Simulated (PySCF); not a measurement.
HO4S, SMILES [O]S(=O)(=O)O (connectivity only; charge and spin as stated), charge -1, multiplicity 1.

Geometry: r2SCAN-D4/def2-SVPD. The spin state was assumed, not searched. The isomer is the one that the SMILES or the coordinates give; other isomers of the formula were not compared. Other conformers were not sampled.

Computed with ωB97X/def2-SVPD run with PySCF.

Isolated molecule, no solvent.

```json
{
  "total_energy": "-699.31544 hartree",
  "point_group": "Cs",
  "highest_occupied_level": "-5.22 eV",
  "lowest_empty_level": "5.71 eV",
  "orbital_gap": "10.93 eV",
  "dipole_moment_about_the_centre_of_nuclear_charge": "0.511 e·Å",
  "mean_static_polarisability": "43.0 bohr³ (6.37 Å³)",
  "polarisability_principal_values": "42.4, 42.5, 44.1 bohr³"
}
```
